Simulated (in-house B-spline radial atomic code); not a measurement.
Two electrons outside the [Kr] 4d10 5s2 core: the cerium ion Ce⁸⁺

Computed with an all-electron radial atomic-structure program (B-spline basis): configuration interaction (CI) of the two valence electrons in the field of the frozen Dirac-Fock core, alone and with many-body perturbation theory for the core (screened one- and two-electron correlation potentials), Breit and QED terms; no-pair Dirac Hamiltonian, finite nucleus. Labels give the configuration (outer n counted up each series) and the leading LS term, or the jj pair where no LS term holds 70 %.

The outer s² shell of this core is soft: its mixing with p² is only treated to second order, so levels can be several per cent off.

Command:
```bash
python run_mb.py task.json out
```
Settings (nuclear radius in fm, box in bohr, cutoff in hartree):
```
basis_form          3
Z                   58
core_configuration  [Kr] 4d10 5s2
rms_radius          4.8771
mass_number         140
speed_of_light      137.036
box_radius          9.0
lmax                6
intervals           61
virtual_cutoff      6728.0
```

Cost of the run: 110 s on 1 thread of Arm Neoverse V2, on a shared host.

Excitation energies (cm⁻¹):

| level | purity of the LS term | CI alone | CI + MBPT + Breit + QED | Landé g of the LS mixture |
| --- | --- | --- | --- | --- |
| 5p2 3P0 | 0.84 | 0 | 0 | - |
| 5p2 3P1 | 0.998 | 23498 | 23639 | 1.50 |
| 5p2 (1/2,3/2)2 | 0.522 (1D) | ? | ? | ? |
| 5p2 (3/2,3/2)2 | 0.513 (3P) | 60675 | 58372 | 1.25 |
| 4f5p (5/2,1/2)3 | 0.596 (3G) | 92155 | 69339 | 0.86 |
| 4f5p (7/2,1/2)3 | 0.457 (3F) | 96129 | 73954 | 1.13 |
| 4f5p 3F2 | 0.715 | 96561 | 75336 | 0.79 |
| 4f5p (7/2,1/2)4 | 0.444 (3G) | 98106 | 75871 | 1.12 |
| 5p2 1S0 | 0.839 | 81176 | 81260 | - |
| 4f5p (5/2,3/2)3 | 0.353 (3G) | 120080 | 97810 | 0.94 |
| 4f5p (7/2,3/2)4 | 0.542 (3F) | 122968 | 101008 | 1.16 |
| 4f5p 3G5 | 1.0 | 127590 | 105178 | 1.20 |
| 4f5p (7/2,3/2)3 | 0.667 (3D) | 128016 | 105902 | 1.24 |
| 4f5p (5/2,3/2)2 | 0.697 (3D) | ? | ? | ? |
| 4f5p 3D1 | 1.0 | 132220 | 109784 | 0.50 |

Where does 5p2 (1/2,3/2)2 lie?

31008 cm⁻¹ in CI alone and 29422 cm⁻¹ with all corrections; g = 1.24.

Where does 4f5p (5/2,3/2)2 lie?

128390 cm⁻¹ in CI alone and 106364 cm⁻¹ with all corrections; g = 1.04.

What is the first ionisation energy?

125.66 eV to the 5p1/2 state of the next ion (124.27 eV from CI alone). NIST lists 125 ± 2.2 eV (tabulated theory).
